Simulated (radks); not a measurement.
Values are calculated unless marked as measured or tabulated.
Question: Ionisation of neutral indium, [Kr] 4d10 5s2 5p1, to In+, [Kr] 4d10 5s2, under several functionals. Dirac Kohn-Sham, spin-unpolarised, spherical densities, finite nucleus; open shells fill j = l - 1/2 first; a radial shooting solver on a logarithmic mesh with Libxc functionals. The NIST Atomic Spectra Database gives 5.786 eV (measured). Rank these functionals by the error of their Delta-SCF ionisation energy: exchange-only PBE; RPBE; exchange-only LDA; revPBE; LDA (Slater exchange, VWN5 correlation).

Answer: From best to worst: LDA (Slater exchange, VWN5 correlation) 5.810 eV (+0.023); RPBE 5.491 eV (-0.295); revPBE 5.487 eV (-0.300); exchange-only PBE 5.005 eV (-0.781); exchange-only LDA 4.865 eV (-0.922). Spin polarisation and multiplet splitting are left out, so open shells lie too high by an amount that depends on their filling.

Beside tabulated values, note that spin-unpolarised runs miss the spin-polarisation part of the exchange energy of open shells.
